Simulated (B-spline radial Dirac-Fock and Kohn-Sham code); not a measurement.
Relativistic shifts of the levels of Bi²⁹⁺

System: the Bi²⁹⁺ ion, configuration [Kr] 4d10 4f8.

Both columns are ΔSCF binding energies of the configuration average from an atomic code on a B-spline grid: non-relativistic Hartree-Fock with a point nucleus, and Dirac-Fock with a finite nucleus and the Coulomb interaction alone, averaged over the two j levels with weights 2j+1.

| shell | Hartree-Fock (eV) | Dirac-Fock (eV) | shift (eV) | shift (%) |
| --- | --- | --- | --- | --- |
| 1s | 82516.8 | 92020.6 | +9503.79 | +11.52 |
| 2s | 14862.0 | 17439.4 | +2577.48 | +17.34 |
| 2p | 14331.0 | 15211.3 | +880.33 | +6.14 |
| 3s | 4325.8 | 4985.8 | +660.02 | +15.26 |
| 3p | 4073.8 | 4329.5 | +255.68 | +6.28 |
| 3d | 3609.9 | 3594.6 | -15.29 | -0.42 |
| 4s | 1656.9 | 1847.3 | +190.39 | +11.49 |
| 4p | 1542.8 | 1618.3 | +75.50 | +4.89 |
| 4d | 1333.2 | 1334.6 | +1.36 | +0.10 |
| 4f | 1063.9 | 1049.0 | -14.90 | -1.40 |

Relativity binds 1s, 2s, 2p, 3s, 3p, 4s, 4p, 4d more strongly, among those listed most of all 2s in relative terms, and 3d, 4f more weakly, because the contracted s and p shells screen the nucleus better.

Values without a named source are computed, but for edge energies of neutral atoms, which are taken from tables.
